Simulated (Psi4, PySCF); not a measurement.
Here is a job for Psi4.
```
memory 2 GB

molecule mol {
0 2
C     0.011373    0.000430    0.891075
C     0.062646   -0.660086   -0.417299
C     0.042471    0.661450   -0.417679
H    -0.793042   -0.011643    1.608887
H     0.070983   -1.567004   -0.972284
H     0.023123    1.567880   -0.973188
}

set {
  basis 6-31g*
  reference uks
  scf_type pk
  puream true
  d_convergence 1e-8
  dft_radial_points 99
  dft_spherical_points 590
}

energy('wb97x')
print_variables()
```

**Question.** Write the same job for PySCF.

**Answer.** Several could match; the one computed here: 
```python
from pyscf import gto, scf, dft

mol = gto.M(
    atom='''
C     0.011373    0.000430    0.891075
C     0.062646   -0.660086   -0.417299
C     0.042471    0.661450   -0.417679
H    -0.793042   -0.011643    1.608887
H     0.070983   -1.567004   -0.972284
H     0.023123    1.567880   -0.973188
''',
    basis='6-31g*',
    charge=0,
    spin=1,
    verbose=4,
)

mf = dft.UKS(mol)
mf.xc = 'wb97x'
mf.grids.atom_grid = (99, 590)
mf.grids.prune = None
mf.kernel()
```

Both were run: Psi4 gave -115.914188 Eh and PySCF -115.914186 Eh, 0.002 mEh apart.
